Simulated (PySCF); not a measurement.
SMILES COc1ccc(OC)s1 (GFN2-xTB optimised geometry):

```
17

C     -2.342    -2.684    -0.014
O     -0.953    -2.905     0.002
C     -0.163    -1.811     0.000
C      1.194    -1.811     0.000
C      1.752    -0.508     0.000
C      0.815     0.474    -0.001
O      1.062     1.801    -0.004
C     -0.056     2.654     0.018
S     -0.804    -0.185     0.000
H     -2.806    -3.668    -0.013
H     -2.664    -2.123     0.870
H     -2.644    -2.133    -0.911
H      1.776    -2.713     0.001
H      2.806    -0.307     0.000
H      0.336     3.668     0.015
H     -0.659     2.493     0.919
H     -0.689     2.498    -0.862
```

Method: B3LYP/def2-SVP run with PySCF.

### Question
What are the frontier orbital energies and the dipole moment?

### Answer
HOMO-2 -8.21 eV, HOMO-1 -6.84 eV, HOMO -5.07 eV, LUMO 0.45 eV, LUMO+1 0.59 eV; dipole moment 2.45 D.

Meta-Löwdin charges at B3LYP/def2-SVP: C1 -0.07, O2 -0.32, C3 0.08, C4 -0.18, C5 -0.18, C6 0.08, O7 -0.32, C8 -0.07, S9 0.15, H10 0.12, H11 0.09, H12 0.09, H13 0.12, H14 0.12, H15 0.12, H16 0.09, H17 0.09.
